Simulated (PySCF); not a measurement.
Electron correlation in Cu (copper, neutral)

[Ar] 3d10 4p1, 2P determinant (an excited configuration). Computed with PySCF 2.14 in aug-cc-pVTZ-PP with ECP10MDF (6s6p5d3f2g, 88 functions), with a scalar-relativistic core potential. Frozen: 3s2 3p6; 11 electrons correlated.

```
  level  correlation energy (mhartree)
   CCSD                        -441.30
    (T)                         -21.00
CCSD(T)                        -462.30
```

Diagnostics: T1 = 0.029, D1 = 0.1053, largest double amplitude 0.023.

Cost of the coupled-cluster step: of the order of 30 core-seconds, for 11 correlated electrons.
